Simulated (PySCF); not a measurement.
Sb(I)3 cation (I3Sb), SMILES [I][Sb]([I])[I] (connectivity only; charge and spin as stated), charge +1, multiplicity 2. Atoms are numbered in the order given.

```xyz
4

Sb     0.0000     0.0000     0.7430
I      2.1839     1.2609    -0.2383
I      0.0000    -2.5218    -0.2383
I     -2.1839     1.2609    -0.2383
```
Charge +1, spin multiplicity 2.

The structure is a stationary point at B3LYP-D3(BJ)/def2-SVP. The spin state was assumed, not searched. The isomer is the one that the SMILES or the coordinates give; other isomers of the formula were not compared. The def2 effective core potentials stand for the cores of I, Sb; spin–orbit coupling is left out.

Level of theory: TDA-CAM-B3LYP/def2-SVPD (PySCF).

Vertical excitations; the highest root listed may be one member of a degenerate set. Isolated molecule, no solvent.

| state | energy (eV) | λ (nm) | f | main pairs |
|---|---|---|---|---|
| root 1 | 0.78 | 1592 | 0.000 | β HOMO→LUMO 97 % |
| root 2 | 0.95 | 1303 | 0.005 | β HOMO−1→LUMO, β HOMO−4→LUMO (degenerate set) |
| root 3 | 0.95 | 1303 | 0.005 | β HOMO−2→LUMO, β HOMO−3→LUMO (degenerate set) |
| root 4 | 1.28 | 969 | 0.016 | β HOMO−3→LUMO, β HOMO−2→LUMO (degenerate set) |
| root 5 | 1.28 | 969 | 0.016 | β HOMO−4→LUMO, β HOMO−1→LUMO (degenerate set) |
| root 6 | 2.19 | 566 | 0.004 | β HOMO−5→LUMO 91 % |
| root 7 | 3.21 | 386 | 0.006 | α HOMO→LUMO 93 % |
| root 8 | 3.24 | 383 | 0.000 | α HOMO−1→LUMO, β HOMO→LUMO+1 (degenerate set) |
| root 9 | 3.24 | 383 | 0.012 | α HOMO−2→LUMO, β HOMO−6→LUMO (degenerate set) |
| root 10 | 3.24 | 383 | 0.012 | α HOMO−3→LUMO, β HOMO−7→LUMO (degenerate set) |
Unrestricted roots are not spin-pure.
